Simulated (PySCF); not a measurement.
## Orbital energies, ionisation energy and electron affinity

Compound: C7H9BO2.
Geometry (PBE0-D3(BJ)/def2-SVP, Å), atoms numbered from 1 in this order:
```xyz
19
C7H9BO2 angstrom
C     -1.897   -0.716    1.941
C     -2.121   -0.673    0.621
C     -1.129   -0.526   -0.450
C     -1.421   -0.890   -1.715
C      0.222    0.042   -0.218
C      0.484    1.018    0.760
C      1.820    1.257    1.065
O      2.794    0.836    0.367
B      2.484    0.347   -1.049
O      1.156   -0.405   -0.964
H     -0.898   -0.618    2.371
H     -2.724   -0.877    2.636
H     -3.146   -0.820    0.264
H     -0.676   -0.802   -2.508
H     -2.410   -1.278   -1.972
H     -0.310    1.423    1.382
H      2.094    1.794    1.986
H      3.348   -0.423   -1.402
H      2.305    1.337   -1.750
```

Level: wB97X-D/def2-SVPD (PySCF). Frontier orbitals with their largest atomic shares (Löwdin; up to four atoms above 4 %):

| orbital | ε (eV) | main atoms |
| --- | --- | --- |
| HOMO−3 | -11.00 | O8 28 %, O10 27 %, C7 8 %, C6 8 % |
| HOMO−2 | -10.54 | B9 21 %, C6 16 %, H18 13 %, C7 8 % |
| HOMO−1 | -9.28 | C1 21 %, C4 18 %, C2 16 %, C3 14 % |
| HOMO | -8.86 | ? |
| LUMO | -0.92 | C5 20 %, C7 17 %, C4 16 %, O10 11 % |
| LUMO+1 | 0.50 | C1 23 %, C2 17 %, C4 14 %, C3 12 % |
| LUMO+2 | 2.02 | B9 13 %, C1 13 %, C2 10 %, C6 10 % |

Task: What vertical ionisation energy does ΔSCF give, and how far is −ε(HOMO) from it?

Result: ΔSCF: 8.95 eV (863 kJ/mol; threshold wavelength 139 nm); ⟨S²⟩ of the doublet left behind is 0.777, against 0.75 for a pure doublet. −ε(HOMO) is 8.86 eV, 0.09 eV below it. In exact Kohn–Sham theory the two would be equal; wB97X-D (range-separated hybrid) comes within 0.09 eV of that here.

Task: On which atoms does the HOMO lie?

Result: C6 (alkene CH carbon) 21 %, O8 (oxygen bonded to B and C) 16 %, O10 (boron-bound oxygen) 11 %, B9 (four-coordinate boron) 11 %, so no atom holds as much as 40 %. The HOMO−1 lies 0.42 eV lower.

Task: And the vertical electron affinity, the fundamental gap, Mulliken's electronegativity and the hardness (with the factor ½)?

Result: EA = 0.95 eV by ΔSCF (−ε(LUMO) = 0.92 eV). IE − EA = 8.00 eV against an orbital gap of 7.94 eV; (IE + EA)/2 = 4.95 eV; (IE − EA)/2 = 4.00 eV. Parr's electrophilicity index (IE + EA)²/[8(IE − EA)] is 1.53 eV.

Task: How many of the 10 lowest singlet excitations (vertical TDDFT, same level) lie below the ionisation energy?

Result: All 10; they run from 3.68 to 7.03 eV.

Task: What total energies stand behind the ΔSCF value?

Result: E(N) = -446.98266 Eh and E(N − 1) = -446.65388 Eh at the same geometry, 0.32878 Eh apart. With one more electron, E(N + 1) = -447.01745 Eh.

Geometry: PBE0-D3(BJ)/def2-SVP, one conformer, isolated molecule.

wB97X-D is run here without its empirical dispersion term; that term would change no orbital, density or response property at a fixed geometry.
